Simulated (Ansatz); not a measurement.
Computed with Ansatz on PBE0-D4/def2-TZVP structures; ΔE is electronic, products minus reactants. CCSD(T)/CBS adds triple-zeta CCSD(T) − MP2 to the extrapolated MP2 energy (def2 sets, frozen cores). This one scheme is used for every species. Functionals use def2-TZVPP. B3LYP here is the variant with VWN-RPA as its local correlation; programs differ in this. Each species was taken in one conformer, which may not be the lowest.

Consider the cleavage of the Al–B bond: `CO[B]([AlH2])[SiH3]` + `[OH][AlH2]` → `[AlH2][O][AlH2]` + `COB[SiH3]`.

(1) Is it downhill or uphill in electronic energy at CCSD(T)/CBS, and by how much? (Estimate.)

(2) What do these levels give: PBE-D4, B3LYP-D4, ωB97M-V, PBE, HF/def2-TZVPP, MP2/def2-QZVPP? (Best estimate.)

Largest T1 diagnostic among the species: 0.015.

Results:

(1) Computed: Downhill: ΔE = -203.4 kJ/mol.

(2) Computed: PBE-D4 -177.3, B3LYP-D4 -202.7, ωB97M-V -204.9, PBE -180.4, HF/def2-TZVPP -230.4, MP2/def2-QZVPP -214.2 kJ/mol.

From PBE to PBE0 (25 % exact exchange), in def2-TZVPP and without D4, ΔE moves by −9.0 kJ/mol. The D4 term adds +4.9 kJ/mol with B3LYP and +2.9 kJ/mol with PBE0; it sums over pairs of atoms, weighted by their polarisabilities, and B3LYP, whose exchange is more repulsive, gets the larger term.
